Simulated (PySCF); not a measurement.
TiClO, SMILES [O]=[Ti+][Cl], charge +1, multiplicity 1.

Geometry: PBE0-D3(BJ)/def2-TZVP. The spin state was assumed, not searched. The isomer is the one that the SMILES or the coordinates give; other isomers of the formula were not compared.

All values below come from TDDFT-LC-ωPBE/def2-SVPD (PySCF 2.14.0).

Vertical excitations. The molecule is in vacuum. State labels are in the subgroup Cs.

### Question
List the lowest excited states. (An estimate is asked for; the answer gives what the named calculation found.)

### Answer

```json
[
 {"state": "S1", "symmetry": "A\"", "energy (eV)": "3.57", "λ (nm)": "347", "f": "0.000", "main pairs": "HOMO→LUMO 96 %"},
 {"state": "S2", "symmetry": "A'", "energy (eV)": "3.73", "λ (nm)": "332", "f": "0.001", "main pairs": "HOMO→LUMO+1 92 %"},
 {"state": "S3", "symmetry": "A\"", "energy (eV)": "4.18", "λ (nm)": "296", "f": "0.007", "main pairs": "HOMO−1→LUMO+1 98 %"},
 {"state": "S4", "symmetry": "A'", "energy (eV)": "4.41", "λ (nm)": "281", "f": "0.006", "main pairs": "HOMO−1→LUMO 58 %, HOMO−2→LUMO+1 36 %"},
 {"state": "S5", "symmetry": "A\"", "energy (eV)": "4.58", "λ (nm)": "271", "f": "0.001", "main pairs": "HOMO−2→LUMO 90 %"},
 {"state": "S6", "symmetry": "A'", "energy (eV)": "4.91", "λ (nm)": "253", "f": "0.003", "main pairs": "HOMO−3→LUMO+1 53 %, HOMO−4→LUMO 26 %"},
 {"state": "S7", "symmetry": "A\"", "energy (eV)": "4.98", "λ (nm)": "249", "f": "0.001", "main pairs": "HOMO−4→LUMO+1 47 %, HOMO−3→LUMO 40 %"},
 {"state": "S8", "symmetry": "A\"", "energy (eV)": "5.07", "λ (nm)": "244", "f": "0.002", "main pairs": "HOMO−3→LUMO 43 %, HOMO−4→LUMO+1 41 %, HOMO→LUMO+3 8 %"},
 {"state": "S9", "symmetry": "A'", "energy (eV)": "5.12", "λ (nm)": "242", "f": "0.000", "main pairs": "HOMO−4→LUMO 66 %, HOMO−3→LUMO+1 25 %"},
 {"state": "S10", "symmetry": "A\"", "energy (eV)": "5.17", "λ (nm)": "240", "f": "0.001", "main pairs": "HOMO→LUMO+3 59 %, HOMO−5→LUMO 12 %, HOMO−5→LUMO+3 9 %"},
 {"state": "T1", "symmetry": "A\"", "energy (eV)": "3.42", "λ (nm)": "363", "f": "0", "main pairs": "HOMO→LUMO 94 %"},
 {"state": "T2", "symmetry": "A'", "energy (eV)": "3.54", "λ (nm)": "351", "f": "0", "main pairs": "HOMO−1→LUMO 55 %, HOMO→LUMO+1 38 %"},
 {"state": "T3", "symmetry": "A'", "energy (eV)": "3.59", "λ (nm)": "345", "f": "0", "main pairs": "HOMO→LUMO+1 54 %, HOMO−1→LUMO 39 %"},
 {"state": "T4", "symmetry": "A\"", "energy (eV)": "3.95", "λ (nm)": "314", "f": "0", "main pairs": "HOMO−1→LUMO+1 94 %"}
]
```
Triplets are in the Tamm–Dancoff approximation, which puts them higher than full response would, so one can lie above its singlet here.
